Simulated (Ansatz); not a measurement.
Basis-set series for `C[N]([GeH2][GaH2])[GeH]([OH])[SnH3]`. Total charge 0; spin multiplicity 1. Sn takes the def2 core potential. All single points use the PBE0-D4/def2-TZVP geometry. It is one conformer, not always the lowest.

```xyz
19

C     2.202   -0.271   -0.010
N     0.862   -0.011    0.473
Ge    0.612    1.065    1.999
Ga   -1.778    1.595    1.777
Ge   -0.543   -0.866   -0.255
O    -1.910    0.346    0.074
Sn   -0.312   -1.182   -2.839
H     2.731   -1.032    0.579
H     2.198   -0.616   -1.053
H     2.802    0.645    0.018
H     1.643    2.201    1.779
H     1.148    0.263    3.216
H    -2.814    0.817    2.680
H    -2.152    2.998    1.177
H    -1.076   -2.111    0.507
H    -2.772   -0.081    0.097
H     0.662   -2.534   -3.201
H     0.368    0.216   -3.531
H    -1.871   -1.442   -3.483
```

| functional | basis | functions | energy (Eh) | HOMO (eV) | LUMO (eV) |
| --- | --- | --- | --- | --- | --- |
| PBE0-D4 | def2-SVP | 224 | -6466.64053 | -6.51 | -0.86 |
| PBE0-D4 | def2-TZVPP | 455 | -6467.62073 | -6.57 | -1.06 |
| ωB97M-V | def2-SVP | 224 | -6467.11398 | -8.62 | 0.90 |
| ωB97M-V | def2-TZVPP | 455 | -6468.10060 | -8.72 | 0.60 |

(1) Give the rows for def2-QZVPP. (Estimate.)

Results:

(1) Computed: 
| functional | basis | functions | energy (Eh) | HOMO (eV) | LUMO (eV) |
| --- | --- | --- | --- | --- | --- |
| PBE0-D4 | def2-QZVPP | 880 | -6467.76589 | -6.59 | -1.14 |
| ωB97M-V | def2-QZVPP | 880 | -6468.24175 | -8.73 | 0.39 |

Positive LUMOs are unbound and depend on the basis. Scalar relativity is left out up to krypton.
